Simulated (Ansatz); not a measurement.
A cut through the energy surface

CH3BrMgO (SMILES C[O][Mg][Br]), closed shell, at its PBE0-D4/def2-TZVP minimum:

C1  (0.743, 0.986, 0.163)
O2  (-0.067, -0.113, -0.024)
Mg3  (-1.095, -1.507, -0.262)
Br4  (-2.463, -3.362, -0.578)
H5  (0.897, 1.540, -0.773)
H6  (0.311, 1.688, 0.890)
H7  (1.735, 0.699, 0.538)
(Å)

The angle H7–C1–H6 (107.2° at the minimum) is set to the values below, H7, with anything bonded beyond it, turning rigidly in the plane of the angle. Each method's energies count from its own value at the PBE0-D4 minimum structure. Computed with Ansatz 0.2.0 (basis: def2-TZVPP); correlated methods freeze the cores. Filled d shells of the heavier atoms are correlated. The outer core shell of Li, Na, Mg and K is correlated. The def2 sets are not built for correlating such inner shells, so the correlated values are less sure here. B3LYP uses VWN-RPA correlation.

| angle (°) | CCSD(T) (eV) | B3LYP-D4 (eV) | PBE0-D4 (eV) |
| --- | --- | --- | --- |
| 83.2 | 0.536 | 0.528 | 0.522 |
| 89.2 | 0.302 | 0.297 | 0.294 |
| 95.2 | 0.135 | 0.132 | 0.131 |
| 101.2 | 0.034 | 0.033 | 0.033 |
| 107.2 | 0.000 | 0.000 | 0.000 |
| 113.2 | 0.033 | 0.033 | 0.032 |
| 119.2 | 0.132 | 0.131 | 0.129 |
| 125.2 | 0.297 | 0.294 | 0.291 |
| 131.2 | 0.529 | 0.522 | 0.517 |

Minimum and curvature along this coordinate at CCSD(T): A fifth-order fit through the nearest points gives 107.3°, with a curvature of about 1.8 meV/deg².

Largest difference from the CCSD(T) curve over the scan: PBE-D4 0.039; r2SCAN-D4 0.011; wB97M-V 0.015; HF 0.073 eV. Each curve counts from its own value at the minimum.

No T1 diagnostic of these runs exceeds 0.009.

For scale, one of the runs: CCSD(T)/def2-TZVPP, 184 basis functions (an equivalent command: `ansatz run in.yaml --threads 4`). Time: 18 s of wall clock on 4 CPU threads; the host was shared. Peak host memory: 2.3 GiB.
